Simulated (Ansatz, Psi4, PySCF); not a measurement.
dimethyl telluride (C₂H₆Te), singlet, at a GFN2-xTB geometry (all electrons, no relativity). Base run: PySCF with HF/STO-3G.

PySCF was given this input:
```python
from pyscf import gto, scf

mol = gto.M(
    atom='''
C     1.51403960   -0.61814695    0.97361016
Te    0.01637111    0.19648656   -0.35400888
C    -1.60205503   -0.43829160    0.92933228
H     1.38011691   -1.68745138    1.07645886
H     2.48866467   -0.41855255    0.54994310
H     1.44343271   -0.14926988    1.94678120
H    -1.59498997   -1.51573359    1.03418433
H    -2.53486000   -0.12860379    0.47856174
H    -1.50556944    0.02094119    1.90487761
''',
    basis='sto-3g',
    verbose=4,
)

mf = scf.RHF(mol)
mf.kernel()
```

The same geometry, method and basis name were run in Ansatz (a program for electronic structure) and Psi4 and PySCF, at each program's defaults and at the settings that a row names. The base is PySCF at its defaults. Differences at the defaults can come from grids, fitting, cores and function types together.

```csv
code and settings,ΔE vs base (mEh),basis functions,E (Eh),SCF cycles,dipole (D)
"PySCF, defaults (exact integrals, spherical functions)",0.000,43,-6625.43841,8,1.55
"Ansatz, defaults (factorised integrals, spherical functions)",0.018,43,-6625.43839,-,-
"Psi4, exact integrals, spherical functions",0.000,43,-6625.43841,8,1.55
"Ansatz, high accuracy",0.000,43,-6625.43841,-,-
```
